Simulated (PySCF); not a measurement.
Computed with PBE-D3(BJ)/def2-TZVP (PySCF). Isolated molecules, 0 K electronic values unless said otherwise. Excitations are Tamm–Dancoff values on a coarser integration grid. The basis has no diffuse functions, so Rydberg states are missing or too high.

Reference species (SMILES): `[Cl][In]([Cl])[Cl]` (neutral, multiplicity 1).

```json
{
 "HOMO": "-8.01 eV",
 "S1 oscillator strength": "0.000",
 "T1 excitation (TDA)": "3.92 eV"
}
```

Changed species: `[CH3][In]([CH3])[Cl]` (2 of 3 Cl replaced by CH3; the reference has 0 of 3 Cl replaced by CH3).

Q: What does the change do to the HOMO, S1 oscillator strength and T1 excitation (TDA)?

A: the HOMO rises by 1.67 eV, to -6.34 eV; the S1 oscillator strength hardly moves; the T1 excitation (TDA) goes up by 0.39 eV, to 4.31 eV.
